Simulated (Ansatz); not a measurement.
Born–Oppenheimer molecular dynamics of Cl$_{2}$FH$_{4}$HfNO (10 atoms, charge 0, multiplicity 1). It starts at the highest image of a converged band, a first-order saddle point between two minima.

All numbers below come from RKS PBE-D4/def2-SVP (Ansatz 0.2.0).

* ensemble: NVE (velocity Verlet)
* time step: 0.5 fs
* steps asked: 200
* starting velocities drawn for: 100 K
* seed: 6537

Frames 1 fs apart, positions in Å, forces in eV/Å.

Velocities at 10 fs (Å/ps):

```
Hf -0.12 -0.32 -0.01
N -0.15 1.79 0.82
H 2.62 -3.75 -1.16
H -8.05 16.89 -7.90
F 0.42 -2.83 -1.99
Cl 0.33 0.33 0.93
Cl 0.86 0.75 -0.67
O -0.31 1.77 1.66
H -15.57 4.38 3.63
H -0.44 1.79 -2.61
```

```xyz
10
Properties=species:S:1:pos:R:3:forces:R:3 time_fs=10 energy_less_start_eV=0.040 T=62
Hf 0.060 0.282 0.121 0.78 0.16 -0.16
N -0.074 0.157 2.292 -0.36 -0.09 -0.14
H -1.013 0.209 2.716 0.03 0.01 -0.01
H 0.367 -0.670 2.702 0.15 -0.22 0.19
F 1.758 0.090 -0.827 -0.62 0.14 0.41
Cl -1.618 1.615 -0.864 -0.04 0.02 -0.02
Cl -0.674 -1.937 -0.236 -0.09 -0.14 0.01
O 1.063 1.960 1.251 -0.83 -0.17 -0.36
H 1.944 2.325 1.240 0.98 0.41 -0.01
H 0.744 1.387 2.110 0.00 -0.12 0.09
10
Properties=species:S:1:pos:R:3:forces:R:3 time_fs=11 energy_less_start_eV=0.064 T=40
Hf 0.060 0.282 0.121 0.81 0.17 -0.17
N -0.074 0.159 2.293 -0.57 0.45 -0.49
H -1.010 0.205 2.715 -0.11 0.05 0.03
H 0.360 -0.655 2.695 0.50 -0.83 0.49
F 1.758 0.087 -0.829 -0.65 0.15 0.43
Cl -1.617 1.615 -0.863 -0.04 0.02 -0.03
Cl -0.673 -1.936 -0.236 -0.09 -0.15 0.01
O 1.062 1.962 1.252 -1.18 -0.32 -0.41
H 1.934 2.331 1.244 1.35 0.57 -0.01
H 0.743 1.389 2.108 -0.01 -0.12 0.14
10
Properties=species:S:1:pos:R:3:forces:R:3 time_fs=12 energy_less_start_eV=0.065 T=38
Hf 0.060 0.281 0.121 0.84 0.19 -0.17
N -0.075 0.161 2.293 -0.60 0.63 -0.65
H -1.009 0.202 2.714 -0.22 0.08 0.07
H 0.358 -0.648 2.693 0.64 -1.06 0.60
F 1.758 0.085 -0.831 -0.67 0.16 0.44
Cl -1.617 1.616 -0.862 -0.05 0.02 -0.03
Cl -0.672 -1.935 -0.237 -0.10 -0.16 0.01
O 1.061 1.964 1.254 -0.79 -0.16 -0.44
H 1.936 2.343 1.247 0.96 0.41 0.00
H 0.743 1.389 2.107 -0.01 -0.11 0.17
10
Properties=species:S:1:pos:R:3:forces:R:3 time_fs=13 energy_less_start_eV=0.049 T=53
Hf 0.060 0.281 0.121 0.87 0.22 -0.18
N -0.076 0.164 2.293 -0.41 0.32 -0.52
H -1.009 0.200 2.714 -0.26 0.08 0.09
H 0.362 -0.650 2.697 0.49 -0.77 0.45
F 1.758 0.082 -0.832 -0.68 0.17 0.45
Cl -1.617 1.616 -0.861 -0.05 0.02 -0.03
Cl -0.671 -1.935 -0.238 -0.11 -0.18 0.01
O 1.059 1.965 1.255 0.05 0.20 -0.45
H 1.947 2.359 1.251 0.11 0.03 0.00
H 0.742 1.388 2.108 -0.02 -0.09 0.18
10
Properties=species:S:1:pos:R:3:forces:R:3 time_fs=14 energy_less_start_eV=0.045 T=57
Hf 0.060 0.281 0.121 0.89 0.24 -0.18
N -0.077 0.167 2.293 -0.12 -0.29 -0.17
H -1.012 0.198 2.715 -0.19 0.07 0.07
H 0.370 -0.660 2.704 0.15 -0.14 0.14
F 1.757 0.080 -0.834 -0.68 0.17 0.45
Cl -1.617 1.616 -0.860 -0.05 0.02 -0.04
Cl -0.670 -1.934 -0.238 -0.12 -0.19 0.01
O 1.058 1.967 1.255 0.82 0.52 -0.42
H 1.959 2.375 1.254 -0.68 -0.33 -0.01
H 0.741 1.386 2.110 -0.02 -0.07 0.16
10
Properties=species:S:1:pos:R:3:forces:R:3 time_fs=15 energy_less_start_eV=0.059 T=43
Hf 0.060 0.281 0.121 0.91 0.28 -0.18
N -0.079 0.169 2.292 0.11 -0.88 0.20
H -1.017 0.197 2.716 -0.05 0.06 0.02
H 0.380 -0.670 2.713 -0.21 0.48 -0.18
F 1.756 0.077 -0.835 -0.67 0.17 0.45
Cl -1.616 1.617 -0.859 -0.06 0.02 -0.04
Cl -0.670 -1.933 -0.239 -0.12 -0.21 0.01
O 1.056 1.968 1.256 1.22 0.66 -0.36
H 1.965 2.388 1.258 -1.10 -0.54 -0.02
H 0.741 1.384 2.114 -0.03 -0.04 0.10
10
Properties=species:S:1:pos:R:3:forces:R:3 time_fs=16 energy_less_start_eV=0.069 T=34
Hf 0.060 0.280 0.121 0.92 0.31 -0.17
N -0.080 0.171 2.292 0.22 -1.24 0.48
H -1.022 0.197 2.717 0.11 0.04 -0.04
H 0.388 -0.677 2.721 -0.45 0.87 -0.38
F 1.755 0.075 -0.835 -0.66 0.17 0.44
Cl -1.616 1.617 -0.858 -0.06 0.02 -0.05
Cl -0.669 -1.933 -0.240 -0.13 -0.22 0.01
O 1.056 1.971 1.256 1.15 0.57 -0.27
H 1.961 2.396 1.261 -1.05 -0.53 -0.03
H 0.739 1.381 2.119 -0.04 0.00 0.01
10
Properties=species:S:1:pos:R:3:forces:R:3 time_fs=17 energy_less_start_eV=0.062 T=41
Hf 0.060 0.280 0.121 0.92 0.35 -0.16
N -0.081 0.172 2.292 0.19 -1.30 0.59
H -1.026 0.197 2.719 0.22 0.04 -0.09
H 0.391 -0.675 2.725 -0.51 0.95 -0.43
F 1.753 0.072 -0.836 -0.64 0.17 0.43
Cl -1.616 1.617 -0.857 -0.06 0.02 -0.05
Cl -0.668 -1.933 -0.240 -0.14 -0.22 0.01
O 1.056 1.973 1.256 0.63 0.26 -0.18
H 1.946 2.399 1.264 -0.56 -0.29 -0.04
H 0.738 1.378 2.124 -0.06 0.03 -0.08
10
Properties=species:S:1:pos:R:3:forces:R:3 time_fs=18 energy_less_start_eV=0.050 T=52
Hf 0.061 0.280 0.121 0.90 0.39 -0.14
N -0.082 0.172 2.292 0.07 -1.05 0.50
H -1.028 0.197 2.719 0.26 0.04 -0.10
H 0.390 -0.665 2.725 -0.39 0.72 -0.31
F 1.751 0.070 -0.836 -0.61 0.17 0.42
Cl -1.615 1.618 -0.856 -0.06 0.01 -0.05
Cl -0.668 -1.932 -0.241 -0.14 -0.23 0.02
O 1.057 1.976 1.256 -0.21 -0.21 -0.11
H 1.927 2.399 1.267 0.26 0.10 -0.04
H 0.736 1.376 2.129 -0.08 0.06 -0.17
10
Properties=species:S:1:pos:R:3:forces:R:3 time_fs=19 energy_less_start_eV=0.051 T=51
Hf 0.061 0.280 0.121 0.88 0.42 -0.11
N -0.083 0.172 2.293 -0.12 -0.53 0.22
H -1.028 0.198 2.718 0.20 0.06 -0.08
H 0.385 -0.648 2.722 -0.10 0.21 -0.05
F 1.748 0.068 -0.836 -0.57 0.17 0.40
Cl -1.615 1.618 -0.856 -0.06 0.01 -0.05
Cl -0.667 -1.932 -0.242 -0.15 -0.23 0.02
O 1.057 1.979 1.256 -1.01 -0.67 -0.07
H 1.910 2.401 1.269 1.03 0.49 -0.04
H 0.733 1.374 2.131 -0.10 0.07 -0.23
10
Properties=species:S:1:pos:R:3:forces:R:3 time_fs=20 energy_less_start_eV=0.058 T=44
Hf 0.061 0.280 0.121 0.84 0.45 -0.08
N -0.085 0.171 2.294 -0.33 0.11 -0.18
H -1.026 0.199 2.717 0.06 0.07 -0.03
H 0.379 -0.629 2.719 0.27 -0.43 0.29
F 1.746 0.066 -0.836 -0.53 0.17 0.37
Cl -1.615 1.619 -0.855 -0.06 0.01 -0.05
Cl -0.667 -1.932 -0.242 -0.15 -0.24 0.02
O 1.057 1.981 1.256 -1.28 -0.84 -0.06
H 1.903 2.406 1.271 1.28 0.62 -0.03
H 0.729 1.373 2.132 -0.10 0.08 -0.25
10
Properties=species:S:1:pos:R:3:forces:R:3 time_fs=21 energy_less_start_eV=0.058 T=45
Hf 0.062 0.279 0.121 0.80 0.46 -0.04
N -0.086 0.170 2.295 -0.45 0.61 -0.54
H -1.023 0.201 2.715 -0.11 0.08 0.04
H 0.376 -0.614 2.718 0.57 -0.93 0.56
F 1.743 0.064 -0.836 -0.48 0.17 0.34
Cl -1.615 1.619 -0.854 -0.06 0.01 -0.06
Cl -0.666 -1.931 -0.243 -0.15 -0.24 0.02
O 1.056 1.983 1.256 -0.83 -0.63 -0.07
H 1.907 2.418 1.272 0.80 0.38 -0.03
H 0.724 1.372 2.130 -0.08 0.08 -0.22
```

Of the whole run (100 fs, mean temperature of the second half 67 K): The conserved energy stayed within 0.12 meV per atom of its start (net change 0.081 meV per atom), so the integration is sound. A run of 0.1 ps of so small a system gives no equilibrium averages. The orbitals stay closed-shell, which can raise the energy where a bond breaks towards radicals; this wasn't checked here.

Run time: 3.2 min on 4 threads of Intel(R) Xeon(R) 6975P-C (Granite Rapids) (shared host), peak memory 0.21 GiB.
